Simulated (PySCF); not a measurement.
**From computed data to an observable: entropy of an ideal gas**

CH3Si, SMILES [Si]C (connectivity only; charge and spin as stated), neutral, multiplicity 2.

The structure is a stationary point at PBE0-D3(BJ)/def2-TZVP. The isomer is the one that the SMILES or the coordinates give; other isomers of the formula were not compared.

PBE0-D3(BJ)/def2-TZVP (PySCF 2.14.0) gives the harmonic wavenumbers 498, 604, 687, 1231, 1339, 1431, 2984, 3075, 3116 cm⁻¹ and the rotational temperatures 7.7119, 0.6088, 0.6076 K. The molar mass is 43.12 g/mol, the symmetry number 1, the spin multiplicity 2.

Work out the entropy at 298.15 K and 1 atm in the rigid-rotor, harmonic-oscillator model.


Translation (Sackur–Tetrode at 1 atm): S = R[1.5 ln M + 2.5 ln T − 1.16487] = 155.7 J/(mol K).
Rotation: q = (√π/σ) T^1.5/√(θA θB θC) = 5400, S = R[ln q + 3/2] = 83.9 J/(mol K).
Vibration: with u = 1.4388 ν/T, each mode gives R[u/(e^u − 1) − ln(1 − e^−u)]:
```
ν (cm⁻¹)  modes     u  S (J/(mol K))
--------  -----  ----  -------------
498           1  2.40           2.77
604           1  2.91           1.85
687           1  3.32           1.35
1231          1  5.94           0.15
1339          1  6.46           0.10
1431          1  6.91           0.07
```
The stiffer modes add less than 0.005 each. Sum 6.3 J/(mol K).
Spin: R ln 2 = 5.8 J/(mol K).
Total 251.7 J/(mol K); the program's own thermochemistry gives 251.7. Translation makes up 62 % and vibration 2 %. Anharmonicity, hindered rotation and orbital degeneracy are left out.
